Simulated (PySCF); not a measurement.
Bonds (- single, = double, # triple, : aromatic): C1=C2, C2-Si3, Si3-O4, Si3-C5, C5=O6, Si3-Si7, Si7-P8. C1 carries H9, H10; C2 carries H11; O4 carries H12; C5 carries H13; Si7 carries H14, H15; P8 carries H16, H17. Stereochemistry as in C=C[Si@](O)(C=O)[SiH2]P. H10 is cis to Si3; H14 is pro-R; H15 is pro-S; H9 is trans to Si3.

Computed data (PySCF): structure optimised with GFN2-xTB, shielding tensors at PBE0/pcSseg-1 (GIAO). Fast rotation and ring inversion assumed for equivalent nuclei, relativity neglected, gas phase, single conformer.

Shifts are taken against calculated references (same method and geometry level): 13C (σref 186.93) and 1H (σref 31.72) and 29Si (σref 349.16) against TMS; H2O for 17O (σref 336.08); H3PO4 for 31P (σref 318.38).

| atoms | nucleus | count | δ (ppm) |
| --- | --- | --- | --- |
| H10 | 1H | 1 | 6.42 |
| H13 | 1H | 1 | ? |
| H14 | 1H | 1 | 3.83 |
| O6 | 17O | 1 | 909.8 |
| C2 | 13C | 1 | 138.8 |
| H15 | 1H | 1 | 3.88 |
| H11 | 1H | 1 | ? |
| Si3 | 29Si | 1 | -25.3 |
| Si7 | 29Si | 1 | ? |
| H16/H17 | 1H | 2 | 1.13 |
| H9 | 1H | 1 | 6.70 |
| C1 | 13C | 1 | ? |
| H12 | 1H | 1 | 2.29 |
| C5 | 13C | 1 | 250.3 |
| P8 | 31P | 1 | -323.5 |
| O4 | 17O | 1 | ? |

Fill in the missing shifts.

Answers


- C1: 146.0 ppm, terminal =CH2 carbon; the olefinic region
- H13: 12.25 ppm, hydrogen on a carbonyl carbon
- H11: 6.30 ppm, hydrogen on an alkene CH; a vinylic proton, deshielded by the sp2 carbon and the C=C anisotropy
- Si7: -99.1 ppm, silicon bonded to P, Si, 2 H
- O4: -2.1 ppm, oxygen bonded to Si, H

The OH or NH signal is concentration- and solvent-dependent in practice; the value given is the gas-phase one. Shifts are as computed. Against solution values, carbons near 30 ppm lie about +3 ppm off and those near 130 ppm about +5 ppm. Of 1309 compounds with measured shifts, 239 miss one by over three times the rms of a fit or turn the order of signals round; such compounds aren't used in these exercises. Unscaled 17O shifts of doubly bonded oxygen tend to come out too high, by tens of ppm or more. Experimental scales use liquid or dissolved standards, which lie at an offset from isolated H2O (liquid H2O: subtract about 36 ppm) and H3PO4.
